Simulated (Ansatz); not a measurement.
Basis-set extrapolation for C$_{2}$H$_{4}$O$_{3}$Si, SMILES `O=C(O)C(=O)[SiH3]` (PBE0-D4/def2-TZVP geometry, frozen core, Ansatz). Multiplicity 1, RHF reference.

|  | def2-TZVPP | def2-QZVPP |
| --- | --- | --- |
| HF | -591.714660 | -591.737055 |
| MP2 correlation | -1.119220 | -1.204452 |
| CCSD(T) correlation | -1.193109 | not run |

Energies in hartree. Use E(X) = E(∞) + A·exp(−7.88·√X) for Hartree–Fock and E(X) = E(∞) + B·X^(−2.97) for correlation, with X = 3 and 4, and add CCSD(T) minus MP2 of the smaller set to the MP2 limit.

What is the CCSD(T) energy at the basis-set limit?

HF limit: -591.737055 + (-0.022395) × 0.13774 = -591.74014. MP2 limit: -1.204452 + (-0.085232) × 0.74074 = -1.26759. Higher-order term: -1.193109 − (-1.119220) = -0.07389. Total: -593.08162 hartree, 456.4 kJ/mol below CCSD(T)/def2-TZVPP.
